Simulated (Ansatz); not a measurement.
A nudged elastic band was laid between two geometries of H2O + H6OSi2 (12 atoms, charge 0, multiplicity 1).

Computed with Ansatz 0.2.0, RKS BLYP-D4/def2-SVP.

| Quantity | Value |
| --- | --- |
| movable images | 7 |
| climbing image | yes |
| spring | 5.0 eV/Å² |
| optimiser | quadratic models (default) |
| start path | through a guess of the saddle point |
| force threshold | 0.05 eV/Å |
| iteration limit | 60 |
| end points | relaxed |

Image 0:

```xyz
12
Properties=species:S:1:pos:R:3
Si 0.107 -0.139 -0.001
H 0.538 0.426 1.316
H 1.247 -0.948 -0.558
H -0.261 0.928 -0.973
O -1.201 -1.205 0.210
Si -1.472 -2.865 0.286
H -1.376 -3.338 1.708
H -2.853 -3.127 -0.230
H -0.463 -3.600 -0.548
O -2.417 1.156 1.101
H -2.472 0.235 0.762
H -2.202 1.011 2.044
```

Image 8:

```xyz
12
Properties=species:S:1:pos:R:3
Si -0.251 0.057 -0.569
H -2.088 -0.497 3.090
H 1.141 -0.032 -0.036
H -0.299 0.588 -1.967
O -0.960 -1.455 -0.624
Si -1.313 -2.816 0.295
H -0.294 -3.004 1.382
H -2.676 -2.684 0.907
H -1.296 -4.007 -0.615
O -1.047 1.087 0.498
H -1.943 1.367 0.236
H -1.799 -0.069 2.521
```

Which bonds break or form, and what moves?

Bonds broken: Si1–H2, O10–H12. Bonds formed: Si1–O10, H2–H12. H2O + H6OSi2 becomes H2 + H6O2Si2.

Give the energies along the band, and the barrier.

It converged. The highest image is number 3 of 0 to 8, 150.3 kJ/mol above the first end and 221.5 kJ/mol above the last; the last end lies 71.2 kJ/mol below the first. Neighbouring images differ by up to 1.8 eV, so the band resolves the path poorly. A vibrational analysis at the climbing image gives one clearly imaginary mode, 1256i cm⁻¹: a first-order saddle point. The orbitals stay closed-shell, which can raise the energy where a bond breaks towards radicals; this wasn't checked here.

```json
{"image": "0", "path coordinate (Å)": "0.00", "energy (kJ/mol)": "0.0", "Si1–H2 (Å)": "1.50", "O10–H12 (Å)": "0.98", "Si1–O10 (Å)": "3.04"}
{"image": "1", "path coordinate (Å)": "1.49", "energy (kJ/mol)": "2.4", "Si1–H2 (Å)": "1.50", "O10–H12 (Å)": "0.98", "Si1–O10 (Å)": "3.10"}
{"image": "2", "path coordinate (Å)": "2.98", "energy (kJ/mol)": "7.0", "Si1–H2 (Å)": "1.51", "O10–H12 (Å)": "0.98", "Si1–O10 (Å)": "2.72"}
{"image": "3", "path coordinate (Å)": "4.47", "energy (kJ/mol)": "150.3", "Si1–H2 (Å)": "1.83", "O10–H12 (Å)": "1.16", "Si1–O10 (Å)": "1.96"}
{"image": "4", "path coordinate (Å)": "5.58", "energy (kJ/mol)": "-28.1", "Si1–H2 (Å)": "2.63", "O10–H12 (Å)": "1.90", "Si1–O10 (Å)": "1.70"}
{"image": "5", "path coordinate (Å)": "6.69", "energy (kJ/mol)": "-66.7", "Si1–H2 (Å)": "3.59", "O10–H12 (Å)": "2.38", "Si1–O10 (Å)": "1.68"}
{"image": "6", "path coordinate (Å)": "7.80", "energy (kJ/mol)": "-69.4", "Si1–H2 (Å)": "4.12", "O10–H12 (Å)": "2.43", "Si1–O10 (Å)": "1.68"}
{"image": "7", "path coordinate (Å)": "8.90", "energy (kJ/mol)": "-70.5", "Si1–H2 (Å)": "4.26", "O10–H12 (Å)": "2.43", "Si1–O10 (Å)": "1.68"}
{"image": "8", "path coordinate (Å)": "10.01", "energy (kJ/mol)": "-71.2", "Si1–H2 (Å)": "4.13", "O10–H12 (Å)": "2.45", "Si1–O10 (Å)": "1.68"}
```

What is the geometry of the highest image?


```xyz
12
Properties=species:S:1:pos:R:3
Si -0.213 0.055 -0.043
H -0.070 0.066 1.777
H 1.263 0.348 -0.031
H -0.667 0.787 -1.278
O -0.472 -1.587 -0.272
Si -1.486 -2.779 0.317
H -1.279 -2.977 1.790
H -2.927 -2.390 0.104
H -1.208 -4.049 -0.420
O -1.870 0.608 0.846
H -2.737 0.193 0.631
H -1.159 0.261 1.697
```

Time of the run: 13 min on 2 threads of Intel(R) Xeon(R) Processor @ 2.50GHz (Skylake/Cascade Lake), on a shared host, peak memory 0.15 GiB.
